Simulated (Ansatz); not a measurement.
Born–Oppenheimer molecular dynamics of BClH2O2 (6 atoms, charge 0, multiplicity 1). It goes on from the last frame of an earlier run, with new velocities.

Level of theory: RKS PBE-D4/def2-SVP in Ansatz.

```json
{
  "ensemble": "NVE (velocity Verlet)",
  "time step": "1 fs",
  "steps asked": "250",
  "starting velocities drawn for": "500 K",
  "masses": "H 3.016 u",
  "seed": "239824"
}
```

Frames 2 fs apart, positions in Å, forces in eV/Å.

Velocities at 100 fs (Å/ps):

```
B -2.87 5.56 2.16
O -6.05 -0.42 2.69
H 13.77 -7.81 7.69
Cl 3.77 -0.10 -2.25
O -2.29 -1.76 -0.40
H -3.62 0.59 -1.14
```

```xyz
6
Properties=species:S:1:pos:R:3:forces:R:3 time_fs=100 energy_less_start_eV=0.106 T=298
B 0.025 -0.122 0.007 -1.08 -0.37 -1.19
O -0.034 -0.077 1.357 0.05 0.06 0.97
H -0.835 -0.341 1.871 0.55 0.18 -0.84
Cl 1.565 0.205 -0.851 -0.28 -0.12 0.48
O -1.054 -0.419 -0.835 2.26 0.10 -0.20
H -1.894 -0.219 -0.458 -1.50 0.15 0.77
6
Properties=species:S:1:pos:R:3:forces:R:3 time_fs=102 energy_less_start_eV=0.104 T=299
B 0.017 -0.112 0.010 -0.92 -0.49 -1.08
O -0.045 -0.077 1.363 1.14 0.46 0.08
H -0.806 -0.356 1.882 -0.49 -0.16 -0.20
Cl 1.573 0.205 -0.855 -0.53 -0.13 0.62
O -1.056 -0.423 -0.836 1.53 0.34 0.15
H -1.910 -0.217 -0.455 -0.73 -0.03 0.44
6
Properties=species:S:1:pos:R:3:forces:R:3 time_fs=104 energy_less_start_eV=0.134 T=243
B 0.006 -0.103 0.008 -0.55 -0.54 -0.70
O -0.054 -0.077 1.370 2.00 0.85 -0.86
H -0.782 -0.373 1.890 -1.33 -0.50 0.37
Cl 1.580 0.205 -0.859 -0.76 -0.13 0.73
O -1.055 -0.425 -0.837 0.14 0.63 0.56
H -1.935 -0.216 -0.448 0.51 -0.31 -0.10
6
Properties=species:S:1:pos:R:3:forces:R:3 time_fs=106 energy_less_start_eV=0.162 T=188
B -0.006 -0.096 0.004 -0.07 -0.53 -0.24
O -0.059 -0.074 1.374 1.81 0.84 -1.04
H -0.775 -0.396 1.903 -1.16 -0.46 0.24
Cl 1.586 0.204 -0.862 -0.96 -0.13 0.81
O -1.053 -0.426 -0.836 -0.91 0.76 0.67
H -1.954 -0.218 -0.441 1.28 -0.49 -0.44
6
Properties=species:S:1:pos:R:3:forces:R:3 time_fs=108 energy_less_start_eV=0.162 T=187
B -0.020 -0.091 -0.001 0.47 -0.48 0.17
O -0.059 -0.070 1.377 0.81 0.42 -0.53
H -0.782 -0.425 1.918 -0.20 -0.01 -0.49
Cl 1.591 0.203 -0.864 -1.13 -0.13 0.86
O -1.053 -0.425 -0.834 -1.26 0.68 0.45
H -1.957 -0.227 -0.440 1.30 -0.48 -0.46
6
Properties=species:S:1:pos:R:3:forces:R:3 time_fs=110 energy_less_start_eV=0.169 T=175
B -0.031 -0.088 -0.005 0.95 -0.42 0.47
O -0.057 -0.065 1.377 -0.09 -0.04 -0.03
H -0.791 -0.454 1.926 0.65 0.45 -1.11
Cl 1.594 0.203 -0.865 -1.26 -0.13 0.89
O -1.056 -0.423 -0.831 -0.78 0.45 -0.05
H -1.944 -0.241 -0.444 0.53 -0.31 -0.15
6
Properties=species:S:1:pos:R:3:forces:R:3 time_fs=112 energy_less_start_eV=0.190 T=134
B -0.039 -0.086 -0.008 1.30 -0.35 0.63
O -0.055 -0.059 1.378 -0.46 -0.27 0.07
H -0.793 -0.477 1.921 0.95 0.67 -1.29
Cl 1.597 0.202 -0.865 -1.35 -0.13 0.90
O -1.060 -0.419 -0.827 0.35 0.16 -0.69
H -1.925 -0.259 -0.450 -0.78 -0.07 0.38
6
Properties=species:S:1:pos:R:3:forces:R:3 time_fs=114 energy_less_start_eV=0.190 T=135
B -0.042 -0.086 -0.008 1.45 -0.29 0.64
O -0.054 -0.054 1.379 -0.24 -0.19 -0.24
H -0.783 -0.492 1.900 0.66 0.54 -0.99
Cl 1.597 0.201 -0.864 -1.40 -0.13 0.89
O -1.064 -0.415 -0.826 1.21 0.01 -1.06
H -1.916 -0.279 -0.451 -1.67 0.07 0.76
6
Properties=species:S:1:pos:R:3:forces:R:3 time_fs=116 energy_less_start_eV=0.140 T=230
B -0.041 -0.086 -0.007 1.39 -0.24 0.49
O -0.054 -0.050 1.379 0.48 0.22 -0.81
H -0.765 -0.500 1.867 -0.14 0.08 -0.33
Cl 1.597 0.199 -0.862 -1.38 -0.13 0.86
O -1.066 -0.412 -0.827 0.82 0.09 -0.78
H -1.927 -0.297 -0.443 -1.16 -0.01 0.56
6
Properties=species:S:1:pos:R:3:forces:R:3 time_fs=118 energy_less_start_eV=0.108 T=291
B -0.034 -0.088 -0.003 1.12 -0.20 0.16
O -0.053 -0.045 1.377 1.27 0.71 -1.25
H -0.749 -0.508 1.829 -1.01 -0.48 0.35
Cl 1.595 0.198 -0.859 -1.30 -0.12 0.81
O -1.065 -0.407 -0.830 -0.29 0.24 -0.08
H -1.952 -0.316 -0.429 0.20 -0.14 0.00
6
Properties=species:S:1:pos:R:3:forces:R:3 time_fs=120 energy_less_start_eV=0.103 T=303
B -0.024 -0.090 0.001 0.70 -0.17 -0.34
O -0.049 -0.038 1.373 1.35 0.73 -1.02
H -0.745 -0.521 1.795 -1.14 -0.58 0.51
Cl 1.591 0.196 -0.855 -1.15 -0.11 0.73
O -1.065 -0.403 -0.833 -1.00 0.30 0.55
H -1.974 -0.337 -0.414 1.25 -0.17 -0.43
6
Properties=species:S:1:pos:R:3:forces:R:3 time_fs=122 energy_less_start_eV=0.080 T=347
B -0.010 -0.093 0.004 0.19 -0.16 -0.89
O -0.041 -0.030 1.366 0.54 0.13 -0.19
H -0.755 -0.541 1.768 -0.39 -0.05 0.14
Cl 1.586 0.195 -0.850 -0.95 -0.09 0.61
O -1.067 -0.397 -0.834 -0.94 0.27 0.88
H -1.982 -0.359 -0.404 1.54 -0.10 -0.55
```

Of the whole run (250 fs, mean temperature of the second half 297 K): The conserved energy stayed within 0.31 meV per atom of its start (net change 0.17 meV per atom), so the integration is sound. A run of 0.25 ps of so small a system gives no equilibrium averages.

Time of the run: 4.1 min on 1 thread of Intel(R) Xeon(R) Platinum 8488C (Sapphire Rapids), with other jobs on the host, peak memory 0.14 GiB.
